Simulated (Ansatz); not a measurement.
H2GeOS, SMILES `[OH][Ge][SH]` (lower singlet; H–O–Ge–S torsion 0°, O–Ge–S–H torsion 180°) (charge 0, multiplicity 1). This singlet lies 2.44 eV below the relaxed triplet at the level frozen-core CCSD(T)/cc-pVTZ // B3LYP-D3(BJ)/def2-TZVP (Ansatz, an electronic-structure program).

Method: B3LYP/cc-pVTZ // B3LYP-D3(BJ)/def2-TZVP in Ansatz.

Ansatz 0.2 input:
```yaml
crystal:
  periodic: [false, false, false]
  atoms:
    - { symbol: O, position_ang: [-1.72477, -0.038116, 0.2263] }
    - { symbol: Ge, position_ang: [-0.200511, -0.836836, 0.740267] }
    - { symbol: S, position_ang: [1.249635, 0.419831, -0.500463] }
    - { symbol: H, position_ang: [-1.663128, 0.688852, -0.404208] }
    - { symbol: H, position_ang: [2.338775, -0.233731, -0.061897] }
basis:
  gaussian: { orbitals: cc-pVTZ }
hamiltonian:
  xc: b3lyp
```

Output:

```
Functional definition: B3LYP
985 factors; their error is unknown
mean field evaluation 1: about -69432.2253 eV, gradient 6.2e1 eV
mean field evaluation 2: about -69385.2927 eV, gradient 1.5e2 eV
mean field evaluation 4: about -69438.3269 eV, gradient 1.2e1 eV
mean field evaluation 8: about -69438.7159 eV, gradient 1.3e-1 eV
mean field evaluation 16: about -69438.8873 eV, gradient 1.7e-4 eV
mean field -69438.88733988 eV, -2551.8320423721 hartree, gradient 6.1e-5 eV, S^2 0.000000; 0 other end points of the search recorded, 0 dependent functions left out
reference -69438.88754889 eV, -2551.8320500531 hartree; 29, 29 occupied and 106, 106 virtual orbitals, 985 factors
Total energy: -69438.88754889 eV, -2551.8320500531 hartree
```
